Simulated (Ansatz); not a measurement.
Input file:

```yaml
crystal:
  periodic: [false, false, false]
  atoms:
    - { symbol: Ge, position_ang: [0.0, 0.0, 0.0] }
    - { symbol: F, position_ang: [1.0779, 0.0, 1.5402] }
    - { symbol: H, position_ang: [1.6981, 0.0, 0.4233] }
    - { symbol: H, position_ang: [-0.73, 1.2648, -0.5162] }
    - { symbol: C, position_ang: [-0.9232, -1.5994, -0.6527] }
    - { symbol: H, position_ang: [-1.4228, -2.1111, 0.1962] }
    - { symbol: H, position_ang: [-1.6833, -1.3066, -1.4068] }
    - { symbol: H, position_ang: [-0.1873, -2.288, -1.1178] }
basis:
  gaussian: { orbitals: def2-SVP }
hamiltonian:
  xc: hf
relax:
  f_tol: 0.15
  max_steps: 25
  restrain:
    - { distance: [1, 2], at: 2.12, k: 30.0 }
    - { distance: [0, 1], at: 1.68, k: 30.0 }
    - { distance: [0, 2], at: 1.55, k: 30.0 }
```

Command:

```bash
$ ansatz run input.yaml --threads 1 --pin off --max-ram 2048MiB --backend cpu --events-out ev --progress --plain --runs-dir out
```

Hardware: 1 thread of Arm Neoverse V2, with other jobs on the host.

Problem. Roughly how long does this run take, and how much memory?

Solution. 19 s, with a peak of 0.16 GiB, for 10 ionic steps.
